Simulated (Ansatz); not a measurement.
Consider the ligand exchange at the Si–C bond: `OC[SiH](Cl)[SeH]` + H₂S → `S[SiH](Cl)[SeH]` + CH₃OH.

Calculated with Ansatz (gas phase, PBE0-D4/def2-TZVP geometries, no zero-point term in ΔE). CCSD(T)/CBS adds triple-zeta CCSD(T) − MP2 to the extrapolated MP2 energy (def2 sets, frozen cores). This one scheme is used for every species. DFT in def2-TZVPP. For Se outer-core shells are correlated without core-valence functions, which leaves a few kJ/mol of doubt a bond. Scalar relativity is left out up to krypton. Each species was taken in one conformer, which may not be the lowest.

`OC[SiH](Cl)[SeH]`:

```xyz
10

O    -1.840    0.986   -0.117
C    -0.629    0.459   -0.628
Si    0.373   -0.489    0.656
Cl    0.769    0.758    2.237
Se    2.251   -1.378   -0.254
H    -2.407    0.259    0.152
H    -0.790   -0.190   -1.501
H    -0.040    1.312   -0.978
H    -0.394   -1.648    1.177
H     2.707   -0.069   -0.744
```

H₂S:

```xyz
3

S    -0.396    0.212   -0.426
H     0.767    0.662    0.068
H    -0.371   -0.875    0.359
```

`S[SiH](Cl)[SeH]`:

```xyz
7

S     1.703   -0.601   -0.486
Si    0.039    0.632   -0.018
Cl    0.614    1.615    1.685
Se   -1.885   -0.536    0.217
H     1.045   -1.247   -1.465
H    -0.264    1.647   -1.049
H    -1.252   -1.511    1.116
```

CH₃OH:

Cartesian coordinates in Å:
```
C 0.080 -0.345 -0.038
O -0.696 0.826 -0.146
H -0.498 -1.154 -0.486
H 0.289 -0.613 1.005
H 1.032 -0.267 -0.578
H -0.207 1.553 0.244
```

```json
{"species": "`OC[SiH](Cl)[SeH]`", "r2SCAN0 energy (Eh)": "-3267.57482"}
{"species": "H₂S", "r2SCAN0 energy (Eh)": "-399.36997"}
{"species": "`S[SiH](Cl)[SeH]`", "r2SCAN0 energy (Eh)": "-3551.28213"}
{"species": "CH₃OH", "r2SCAN0 energy (Eh)": "-115.69141"}
```

Problem. Work out ΔE.

Solution. ΔE = (-3551.28213) + (-115.69141) − (-3267.57482) − (-399.36997) = -0.02875 Eh = -75.5 kJ/mol. CCSD(T)/CBS gives -73.4 kJ/mol.

Problem. What do rigid-rotor, harmonic-oscillator terms from PBE0-D4/def2-TZVP frequencies (298.15 K, 1 bar) make of the CCSD(T)/CBS value? (Estimate.)

Solution. Ansatz gave: ΔZPE = +10.7 kJ/mol, ΔH = -64.7 kJ/mol, ΔS = 6 J/(mol·K), ΔG = -66.6 kJ/mol.

Largest T1 diagnostic among the species: 0.010.

From BLYP to BHLYP (50 % exact exchange), in def2-TZVPP and without D4, ΔE moves by −4.8 kJ/mol. At CCSD(T), def2-SVP lies +8.6 kJ/mol from the extrapolated value and def2-TZVPP +4.3 kJ/mol.
